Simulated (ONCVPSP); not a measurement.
## Scattering properties, ONCV potential for osmium (Os)

```
Element                 : Os
Generator               : ONCVPSP 4.0.1
Type                    : optimised norm-conserving Vanderbilt (ONCV)
Functional              : PBE
Relativity              : fully relativistic
Frozen core             : [Kr] 4d10 4f14
Valence charge          : 16
Reference configuration : 5s2 5p6 5d5 (charge +3)
Partial waves           : 5s: rc 1.35 bohr, ncon 4, nbas 7, qcut 8.2 1/bohr, 1 projector; 5p: rc 1.95 bohr, ncon 5, nbas 9, qcut 7.2 1/bohr, 2 projectors, debl 2.1 Ha; 5d: rc 2.15 bohr, ncon 5, nbas 9, qcut 7.9 1/bohr, 2 projectors, debl 2.7 Ha
Local potential         : polynomial inside 1.00 bohr (lpopt 3, dvloc0 0 Ha)
Core correction         : Teter function, fcfact 3.25, rcfact 1.6
```

Open shells are filled in proportion to 2j + 1.

In the p channel the program set the typed energies aside and used -2.859, 0.050 Ha (j = l + 1/2; the other j can differ).

The phase is arctan(r·R′/R) of the radial function R(r), unwrapped; energies in Ha, scanned from -6 to 5 Ha. A pole is an energy at which the radial function vanishes at the test radius. The pseudo phase is shifted by a multiple of π to meet the all-electron one at the reference energy, and phase errors are pseudo minus all-electron; the curves can meet again beyond the range given. Levels narrower than the energy grid can be missing from the lists of poles.

For each channel, where are the poles, and over which energies does the pseudopotential scatter like the atom?

| channel | radius (bohr) | reference energy (Ha) | poles, all-electron | poles, pseudo | unbroken range about the reference energy with phases within 0.05 rad | phase error 1 Ha above the reference energy (rad) |
| --- | --- | --- | --- | --- | --- | --- |
| s | 1.37 | -4.48 | -2.98 | -3.08, -1.09 | below -2.3 | -0.005 |
| p3/2 | 1.98 | -2.86 | -2.58, 3.85 | -2.58, 3.76 | the whole range | -0.000 |
| p1/2 | 1.98 | -3.32 | -3.14, 3.18 | -3.14, 3.13 | the whole range | -0.000 |
| d5/2 | 2.18 | -1.27 | -0.77, 4.26 | -0.77, 4.24 | the whole range | -0.000 |
| d3/2 | 2.18 | -1.31 | -0.86, 4.12 | -0.86, 4.11 | the whole range | -0.000 |

Note: ghosts flagged at negative energy: s at -43.3 eV; no localised positive-energy state flagged. A true bound ghost makes a file unfit for plane-wave use.

Phases in the p3/2 channel:

```
E (Ha)  all-electron  pseudo
 -5.96         1.349   1.349
 -5.40         1.324   1.324
 -4.84         1.287   1.287
 -4.28         1.221   1.221
 -3.72         1.052   1.052
 -3.16        -0.341  -0.341
 -2.60        -1.561  -1.561
 -2.04        -1.750  -1.750
 -1.48        -1.883  -1.883
 -0.92        -2.075  -2.075
 -0.36        -2.520  -2.520
  0.20        -3.541  -3.541
  0.76        -4.190  -4.191
  1.32        -4.427  -4.428
  1.88        -4.541  -4.542
  2.44        -4.609  -4.611
  3.00        -4.657  -4.660
  3.56        -4.695  -4.699
  4.12        -4.728  -4.736
  4.68        -4.761  -4.775
```
